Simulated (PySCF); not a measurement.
PySCF 2.14 output of an unrestricted PBE calculation on a single atom or ion in dyall-av3z (25s18p5d2f, 118 functions), with the non-relativistic Hamiltonian (point nucleus):

```
SCF conv_tol = 1e-09
number electrons alpha = 10  beta = 9
    J. P. Perdew, K. Burke, and M. Ernzerhof.,  Phys. Rev. Lett. 77, 3865 (1996)
    J. P. Perdew, K. Burke, and M. Ernzerhof.,  Phys. Rev. Lett. 78, 1396 (1997)
    J. P. Perdew, K. Burke, and M. Ernzerhof.,  Phys. Rev. Lett. 77, 3865 (1996)
    J. P. Perdew, K. Burke, and M. Ernzerhof.,  Phys. Rev. Lett. 78, 1396 (1997)
cycle= 1 E= -599.65953103643  delta_E= -0.0116  |g|= 0.0192  |ddm|= 0.263
cycle= 2 E= -599.659613387726  delta_E= -8.24e-05  |g|= 0.0134  |ddm|= 0.0703
cycle= 3 E= -599.659665003714  delta_E= -5.16e-05  |g|= 0.00222  |ddm|= 0.0116
cycle= 4 E= -599.65966565613  delta_E= -6.52e-07  |g|= 0.000188  |ddm|= 0.00569
cycle= 5 E= -599.659665725535  delta_E= -6.94e-08  |g|= 2.89e-05  |ddm|= 0.00268
cycle= 6 E= -599.659665728308  delta_E= -2.77e-09  |g|= 1.22e-06  |ddm|= 0.000609
cycle= 7 E= -599.659665728312  delta_E= -3.87e-12  |g|= 1.61e-07  |ddm|= 4.67e-05
converged SCF energy = -599.659665728312  <S^2> = 0.75000432  2S+1 = 2.0000043
```

The run itself started from symmetry-adapted Hartree-Fock orbitals and held the occupation by maximum overlap, on a logarithmic radial grid, so the iterations belong to that start.

Question: Which element, charge and spin multiplicity is this?

Answer: K (potassium, neutral), multiplicity 2; the state was [Ar] 4p1, 2P determinant (an excited configuration).
